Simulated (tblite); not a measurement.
Species: C4H11NOSSi.
SMILES with atom numbers: `[O:1]=[S@@:2]1[CH2:3][CH2:4][C@@H:5]([NH:6][SiH3:7])[CH2:8]1` (hydrogens: H9, H10 on C3; H11, H12 on C4; H13 on C5; H14 on N6; H15, H16, H17 on Si7; H18, H19 on C8)

The geometry is computed with GFN2-xTB (gas phase).

**Question.** Give the optimised bond lengths and angles.

**Answer.** 
| bond | length (bohr) |
| --- | --- |
| O1=S2 | 2.764 |
| S2–C3 | 3.538 |
| C3–C4 | 2.861 |
| C4–C5 | 2.903 |
| C5–N6 | 2.712 |
| N6–Si7 | 3.252 |
| C5–C8 | 2.880 |
| S2–C8 | 3.498 |
| C3–H9 | 2.056 |
| C3–H10 | 2.055 |
| C4–H11 | 2.061 |
| C4–H12 | 2.066 |
| C5–H13 | 2.068 |
| N6–H14 | 1.908 |
| Si7–H15, Si7–H16 | 2.760 |
| Si7–H17 | 2.783 |
| C8–H18 | 2.054 |
| C8–H19 | 2.060 |

Bonds in one row agree within 0.02 bohr and their mean is given. A selection of angles:
| angle | degrees |
| --- | --- |
| O1–S2–C3 | 105.5 |
| O1–S2–C8 | 106.8 |
| C3–S2–C8 | 91.1 |
| S2–C3–C4 | 108.1 |
| C3–C4–C5 | 106.6 |
| C4–C5–N6 | 114.5 |
| C4–C5–C8 | 104.7 |
| N6–C5–C8 | 112.2 |
| C5–N6–Si7 | 123.7 |
| S2–C8–C5 | 106.7 |
| H14–N6–C5 | 111.7 |
| H14–N6–Si7 | 118.3 |

Dihedral angles: O1–S2–C3–C4 -114° (anticlinal); S2–C3–C4–C5 33° (synclinal); C3–C4–C5–N6 -173° (antiperiplanar); C4–C5–N6–Si7 -90°; C4–C5–C8–S2 44° (synclinal); O1–S2–C8–C5 84° (synclinal).

S2 (sulfinyl sulfur) is pyramidal (angles 106.8°, 105.5° and 91.1°, sum 303.4°, 0.76 Å off the plane of its three neighbours). The C–C distances run from 1.514 Å (C3–C4, drawn single) to 1.536 Å (C4–C5, drawn single), a spread of 0.022 Å. N6 (silicon-bound nitrogen) has angles 123.7°, 118.3° and 111.7°, sum 353.7°, 0.19 Å off the plane of its three neighbours. The 5-membered ring S2–C3–C4–C5–C8 has internal angles of 91.1° to 108.1°; it is puckered, 0.20 Å rms from its mean plane, widest ring torsion 50°. The 2 C–S bonds span 1.851 Å (S2–C8, drawn single) to 1.872 Å (S2–C3, drawn single), a spread of 0.021 Å. Of the pairs four or more bonds apart, H14···H19 is among the closest relative to their van der Waals radii: 2.47 Å, 103 % of the sum of Bondi's values. Si7 (SiH3 silicon) is distorted tetrahedral (angles from 103.8° to 114.6°).

Point group: C1 (no symmetry element, even within 0.4 Å). Its GFN2-xTB frequencies are all real (lowest 39 cm⁻¹). The numbers are those of one conformer.
